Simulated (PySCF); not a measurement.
Excitations are Tamm–Dancoff values on a coarser integration grid. The basis has no diffuse functions, so Rydberg states are missing or too high.

Species: HBr₂Ga, SMILES `[Br][GaH][Br]` (charge 0, multiplicity 1).

Q: Predict the LUMO, HOMO and T1 excitation (TDA) from TPSSh-D3(BJ)/def2-TZVP in PySCF.

A: 
```yaml
LUMO: -2.20 eV
HOMO: -7.85 eV
T1 excitation (TDA): 5.03 eV
```
